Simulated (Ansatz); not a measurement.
ClFH₂OSeTi (`[OH][Ti]([F])([Cl])[SeH]`), relaxed with RKS PBE0-D4/def2-TZVP in the Gaussian-basis code of Ansatz from a GFN2-xTB geometry. The force threshold is 0.005 eV/Å; the program also tests the step.

The species carries charge 0 and has multiplicity 1.

Start:

```xyz
7

O    -0.116   -0.336   -1.698
Ti   -0.465    0.042   -0.110
F    -1.479   -0.806    0.972
Cl   -0.923    2.097    0.213
Se    1.671   -0.237    0.918
H     0.107   -0.627   -2.585
H     1.205   -0.134    2.290
```

```tsv
step	energy (eV)	largest force (eV/Å)	largest move (Å)
1	-105770.8265	3.521	0.000
2	-105771.1069	0.996	0.194
3	-105771.1364	0.719	0.195
4	-105771.1487	0.608	0.126
5	-105771.1701	0.329	0.057
6	-105771.1794	0.168	0.063
7	-105771.1822	0.393	0.053
8 (rejected)	-105771.1047	2.253	0.196
9	-105771.1859	0.039	0.062
10 (rejected)	-105771.1850	0.409	0.060
11	-105771.1863	0.056	0.019
12	-105771.1876	0.079	0.050
13 (rejected)	-105771.1860	0.573	0.061
14	-105771.1885	0.098	0.030
15	-105771.1892	0.220	0.037
16	-105771.1895	0.277	0.024
17	-105771.1907	0.068	0.084
18 (rejected)	-105771.1887	0.248	0.027
19	-105771.1914	0.035	0.013
20	-105771.1916	0.083	0.014
21	-105771.1919	0.053	0.015
22	-105771.1919	0.020	0.005
23	-105771.1920	0.008	0.015
24	-105771.1921	0.004	0.004
```

End:

```xyz
7

O    -0.018   -0.216   -1.739
Ti   -0.322    0.129   -0.048
F    -1.511   -0.933    0.665
Cl   -0.949    2.211    0.251
Se    1.810   -0.267    1.007
H    -0.183   -0.823   -2.461
H     1.172   -0.101    2.325
```

It took 45 s on 2 threads of an AMD EPYC 7R13 on a shared host and a share of an NVIDIA H100 80 GB, with 0.91 GiB of host memory at the peak.
